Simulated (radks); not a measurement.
The numbers below are computed, except where a source is named.
Task: Ionisation of the cadmium ion Cd+, [Kr] 4d10 5s1, to Cd2+, [Kr] 4d10, under several functionals. Non-relativistic Kohn-Sham, spin-polarised, spherical densities, point nucleus; open shells are filled with parallel spins first (spin-orbit coupling, left out, can overturn this in heavy ions); a radial shooting solver on a logarithmic mesh with Libxc functionals. The NIST Atomic Spectra Database gives 16.908 eV (measured). Rank these functionals by the error of their Delta-SCF ionisation energy: AM05; exchange-only r2SCAN; LDA (Slater exchange, VWN5 correlation); PBEsol; exchange-only LDA; BP86; RPBE; revPBE; BLYP.

Result: From best to worst: LDA (Slater exchange, VWN5 correlation) 16.839 eV (-0.069); BLYP 16.615 eV (-0.293); BP86 16.601 eV (-0.307); PBEsol 16.478 eV (-0.430); AM05 16.437 eV (-0.471); revPBE 16.337 eV (-0.572); RPBE 16.336 eV (-0.573); exchange-only LDA 15.888 eV (-1.020); exchange-only r2SCAN 15.430 eV (-1.479). Relativity is left out here, which matters for elements this heavy.
